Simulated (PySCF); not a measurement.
## Property card for `CC(C)=C(C)CC(F)(F)F`

C7H11F3.
Cartesian coordinates in Å at the PBE0-D3(BJ)/def2-SVP level; atoms count from 1:
```xyz
21
C7H11F3 angstrom
C     -1.3253   -0.3993   -1.5490
C     -1.0260    0.0210   -0.1419
C     -2.1514    0.7369    0.5589
C      0.1491   -0.1851    0.4868
C      0.3874    0.3123    1.8886
C      1.3030   -0.9105   -0.1549
C      2.2839    0.0065   -0.8470
F      3.3090   -0.6835   -1.3619
F      1.7143    0.6775   -1.8530
F      2.7989    0.9141   -0.0072
H     -2.1940   -1.0792   -1.5759
H     -0.4858   -0.8861   -2.0582
H     -1.6019    0.4816   -2.1530
H     -1.9263    1.8097    0.6876
H     -2.3407    0.3288    1.5639
H     -3.0880    0.6680   -0.0125
H      1.4601    0.3531    2.1207
H     -0.0181    1.3229    2.0444
H     -0.0878   -0.3449    2.6388
H      1.8792   -1.4617    0.6044
H      0.9800   -1.6460   -0.9036
```

Some functional groups and rings: C=C double bond, CF3 group and C–F bond.

**PBE0-D3(BJ)/def2-SVP geometry optimisation, gas phase (PySCF)**

- Point group: C1
- Rotational constants A, B, C: 2.143, 0.861, 0.721 GHz

CAM-B3LYP/def2-SVPD ground state, ΔSCF and vertical TDDFT (core frozen in the response) (PySCF):

* Dipole moment: 2.59 D
* HOMO energy: -8.08 eV
* LUMO energy: 1.07 eV
* HOMO–LUMO gap: 9.15 eV
* Lowest singlet excitation: 6.37 eV (195 nm, f = 0.066)
* Strongest line among the 10 lowest singlet transitions: S2 at 6.74 eV (184 nm, f = 0.365)
* Lowest triplet excitation (Tamm–Dancoff): 3.98 eV
* Static isotropic polarisability: 88.3 au
* Vertical ionisation energy: 8.73 eV
* Electronic spatial extent ⟨r²⟩ about the centre of nuclear charge: 1646 bohr²

PBE/pcSseg-1 ground state and GIAO shieldings, non-relativistic (PySCF):

- 13C chemical shifts (computed TMS as zero) by class: 140.5 (C2), 136.9 (C7), 125.3 (C4), 42.5 (C6), 24.6 (C1), 22.7 (C5), 22.7 (C3) ppm
- 1H chemical shifts (computed TMS as zero) by class: 2.64 (H20/H21), 1.88 (H11/H12/H13), 1.79 (H17/H18/H19), 1.70 (H14/H15/H16) ppm
- Isotropic shieldings of nuclei other than C and H, by class: 241 (F8/F9/F10) ppm

Monoisotopic mass from the formula: 152.0813 u.

The largest Löwdin shares of the HOMO are 0.32 on C4, 0.29 on C2, 0.06 on C5 and 0.06 on C1. The vertical singlet–triplet gap S1 − T1 is 2.39 eV (TDDFT singlet less Tamm–Dancoff triplet; S1: HOMO→LUMO, weight 0.93; T1: HOMO→LUMO+1, weight 0.69). The ΔSCF ionisation energy exceeds −ε(HOMO) by 0.65 eV with CAM-B3LYP. The rotational constants make it an asymmetric top with κ = (2B − A − C)/(A − C) = -0.80, nearer the prolate limit (−1). A dipole of 2.59 D is allowed in C1, and pure rotational transitions are dipole-allowed. The dipole matches unit charges of opposite sign 0.54 Å apart (1 e·Å = 4.8032 D). With B = h/(8π²I), that is 505.379 GHz u Å² over I, the principal moments of inertia are 235.8, 587.0 and 701.2 u Å² (most abundant isotopes); the inertial defect Ic − Ia − Ib is -121.6 u Å² (zero for a rigid planar frame, negative otherwise). The principal polarisabilities are 70.8, 88.8 and 105.3 au; their mean is the isotropic value.

 NMR classes are plain means over equivalent atoms (diastereotopic ones count apart unless rotation or inversion swaps them), as if these changed places fast; in this geometry the members of some classes differ.

One conformer stands for the species.
